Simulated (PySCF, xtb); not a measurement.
C3H7BO2, SMILES C[C@H]1OCB1O. One conformer was computed; it need not be the lowest.

Harmonic wavenumbers (cm⁻¹) from GFN2-xTB (xtb) at its own minimum, in rising order: 104, 152, 180, 294, 385, 432, 584, 622, 755, 810, 879, 911, 993, 1021, 1058, 1083, 1114, 1126, 1209, 1212, 1282, 1388, 1438, 1451, 1478, 1497, 2871, 2891, 2921, 3032, 3039, 3041, 3567.

### Question
What does B3LYP-D3(BJ)/def2-SVP (PySCF) give at its own minimum? (Estimate from the structure and the level; the computed values follow.)

### Answer
81, 157, 223, 322, 402, 442, 585, 600, 742, 840, 847, 899, 996, 999, 1060, 1104, 1146, 1155, 1248, 1267, 1327, 1384, 1441, 1452, 1474, 1529, 2983, 2992, 3023, 3024, 3106, 3112, 3825. Paired by order, the mean absolute difference is 38 cm⁻¹ and the zero-point energies are 64.1 and 65.5 kcal/mol.
